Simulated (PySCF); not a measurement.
## Correlation energy of Ir⁺ (iridium, charge +1)

[Xe] 4f14 5d7 6s1, high-spin 5F determinant. All numbers are calculated (PySCF 2.14, scalar relativity by spin-free X2C-1e, in x2c-TZVPPall with one added diffuse shell each of s, p, d, f type (12s8p8d4f1g, 113 functions)). Frozen: [Kr] 4d10 4f14; 16 electrons correlated.

MP2 pair energies summed by pair of shells (mhartree):

```tsv
pair	energy	share (%)
5p-5d	-135.26	33.4
5d-5d	-134.22	33.1
5p-5p	-47.04	11.6
5d-6s	-35.45	8.7
5s-5p	-19.59	4.8
5s-5d	-18.36	4.5
5p-6s	-11.52	2.8
5s-5s	-3.24	0.8
5s-6s	-0.66	0.2
```

Total MP2 correlation energy: -405.34 mhartree.

Same-spin part -142.04 and opposite-spin part -263.30 mhartree; SCS-MP2 scales them by 1/3 and 6/5 to -363.31 mhartree.

This basis was not built for core-valence correlation, so the inner-shell part is incomplete.
